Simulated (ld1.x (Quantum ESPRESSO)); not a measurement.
**Configuration tests for manganese (Mn) (TM)**

| Item | Value |
| --- | --- |
| Element | Mn (Z = 25) |
| Generator | ld1.x (Quantum ESPRESSO) 7.5 |
| Type | norm-conserving Troullier–Martins (Kleinman–Bylander form) |
| Functional | LDA (PZ) |
| Relativity | fully relativistic |
| Frozen core | [Ne] 3s2 |
| Valence charge | 13 |
| Reference configuration | 3p6 3d5 4s1.5 4p0 (charge +0.5) |
| Partial waves | 4s (bound): rc 2.20 bohr; 3p (bound): rc 0.88 bohr; 3d (bound): rc 1.30 bohr; 4f channel at 0.3 Ry: rc 1.90 bohr |
| Local potential | the f channel |
| Core correction | Bessel-smoothed model core, default radius (core density twice the valence density) |

Open shells are filled in proportion to 2j + 1 (rel_dist='average').

Energies are relative to the spin-unpolarised reference configuration 3p6 3d5 4s1.5 4p0; without spin polarisation the order of configurations can differ from experiment. The f channel is local and has no spin–orbit splitting in the pseudo-atom.

| valence configuration | charge | ΔE all-electron (eV) | error AE − PS (meV) |
| --- | --- | --- | --- |
| 3p6 3d5 4s2 4p0 | 0 | -3.465 | -1.3 |
| 3p6 3d5 4s0 4p0 | +2 | 21.065 | -23 |
| 3p6 3d4 4s2 4p0 | +1 | 9.982 | -106 |
| 3p6 3d5 4s1 4p1 | 0 | 0.459 | +45 |
| 3p6 3d5.5 4s1.5 4p0 | 0 | -3.970 | -10 |
| 3p6 3d4 4s2 4p1 | 0 | 4.454 | +1.8 |

Q: What are ΔE and the potential's error for 3p6 3d5 4s1 4p0?

A: ΔE = 5.189 eV all-electron; the error (AE − PS) is -1.9 meV.

Note: ghost state, extra bound levels that the all-electron valence spectrum of the same l lacks: s at -31.0 eV. A true bound ghost makes a file unfit for plane-wave use.
